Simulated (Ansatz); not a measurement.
`C[O][Mo](=[O])([OH])([Cl])[O]C`, charge 0, multiplicity 1.

Problem. Give a relaxed structure at PBE0-D4/def2-TZVP (Ansatz). (Best estimate.)

Solution. Ansatz gave: 
Z-matrix (Å, degrees):
```
Mo
O 1 1.840
O 1 1.843 2 96.4
O 1 1.905 2 145.6 3 -86.9
O 1 1.658 2 105.4 3 107.7
Cl 1 2.367 2 84.1 3 -151.2
C 2 1.395 1 145.7 3 123.2
C 3 1.397 1 138.5 2 -124.5
H 4 0.961 1 116.8 2 -72.8
H 7 1.094 2 110.2 1 -89.5
H 7 1.092 2 108.8 1 150.3
H 7 1.095 2 109.4 1 30.6
H 8 1.096 3 109.0 1 -21.9
H 8 1.094 3 110.1 1 98.2
H 8 1.092 3 108.9 1 -141.8
```
This is one stationary point; other conformers may exist.
